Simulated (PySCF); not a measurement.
C₂H₃F₂GaO₂, SMILES [O](C(=O)C)[Ga]([F])[F]. Atoms are numbered in the order given.

```xyz
10

Ga    -0.0014     0.7554     0.0000
F      1.4962     1.6460     0.0000
F     -1.5232     1.6046     0.0000
O      0.0170    -0.9058     1.0859
C      0.0213    -1.5770     0.0000
C     -0.0019    -3.0685     0.0000
O      0.0170    -0.9058    -1.0859
H      0.4778    -3.4569    -0.9068
H      0.4778    -3.4569     0.9068
H     -1.0559    -3.3920     0.0000
```

Coordinates come from a B3LYP-D3(BJ)/def2-SVP optimisation. Other conformers were not sampled.

Two levels are set side by side: PBE/pcSseg-1 (PySCF) and KT2/pcSseg-1 (PySCF). GIAO shifts against CFCl3 (¹⁹F), H2O (¹⁷O), TMS (¹H), TMS (¹³C) at the same level; non-relativistic, no solvent, atoms listed together averaged. Differences are taken from unrounded values.

```csv
quantity,KT2
"δ(¹⁷O) of O4, O7 (ppm)",338.8
δ(¹³C) of C5 (ppm),188.4
δ(¹³C) of C6 (ppm),19.8
```

Task: What does PBE give, and how far is it from KT2? (Estimate from the structure and the level; the computed values follow.)

Result: 
```tsv
quantity	PBE	PBE minus KT2
δ(¹⁷O) of O4, O7 (ppm)	356.0	17.2
δ(¹³C) of C5 (ppm)	196.9	8.6
δ(¹³C) of C6 (ppm)	20.5	0.7
```

Rough cost on one machine, each run with all the roots and properties that it gave: KT2 against PBE within a factor of 2.
